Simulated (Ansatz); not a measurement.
A structure relaxed at B3LYP-D4/def2-TZVP in Ansatz, charge 0, doublet:

```tsv
atom	x (Å)	y (Å)	z (Å)
Na1	0.001	0.003	0.007
I2	2.812	-0.728	0.096
I3	-2.812	0.725	-0.103
```

**Question.** Give its formula and point group.

**Answer.** NaI₂. Point group D∞h (tolerance 0.1 Å).

**Question.** Summarise the bond lengths by kind (pairs closer than 1.2 times the sum of covalent radii, bridged metal pairs left out).

**Answer.** 2 × I–Na 2.91 Å.

In the def2 sets I takes a core potential; there is no spin–orbit coupling. The relaxation made no stability test and no search for a lower SCF solution. Another isomer (doublet) lies 0.54 eV lower at PBE0-D4/def2-TZVP; other spin states weren't run for this one.
